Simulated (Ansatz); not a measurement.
Reaction (ligand exchange at the Si–N bond): `O[SiH2]N[SiH3]` + `[NH2][GeH2][OH]` → `O[SiH2][NH][GeH2][OH]` + `N[SiH3]`

Gas-phase electronic energies from Ansatz, PBE0-D4/def2-TZVP geometries. CCSD(T)/CBS adds triple-zeta CCSD(T) − MP2 to the extrapolated MP2 energy (def2 sets, frozen cores). This one scheme is used for every species. Functionals use def2-TZVPP. For Ge outer-core shells are correlated without core-valence functions, which leaves a few kJ/mol of doubt a bond. Scalar relativity is left out up to krypton. Each species was taken in one conformer, which may not be the lowest.

```json
{"species": "`O[SiH2]N[SiH3]`", "ωB97M-V energy (Eh)": "-713.24849"}
{"species": "`[NH2][GeH2][OH]`", "ωB97M-V energy (Eh)": "-2209.90893"}
{"species": "`O[SiH2][NH][GeH2][OH]`", "ωB97M-V energy (Eh)": "-2575.91736"}
{"species": "`N[SiH3]`", "ωB97M-V energy (Eh)": "-347.24427"}
```

(1) Work out ΔE.

Largest T1 diagnostic among the species: 0.012.

Answers

(1) ΔE = (-2575.91736) + (-347.24427) − (-713.24849) − (-2209.90893) = -0.00421 Eh = -11.1 kJ/mol. CCSD(T)/CBS gives -9.6 kJ/mol.

In def2-TZVPP, CCSD(T) changes the Hartree–Fock value by −6.4 kJ/mol (the triples alone add −1.1 kJ/mol) and MP2 by −6.9 kJ/mol. The D4 term adds −4.4 kJ/mol with B3LYP and −2.3 kJ/mol with PBE0; it sums over pairs of atoms, weighted by their polarisabilities, and B3LYP, whose exchange is more repulsive, gets the larger term.

B3LYP here is the variant with VWN-RPA as its local correlation; programs differ in this.
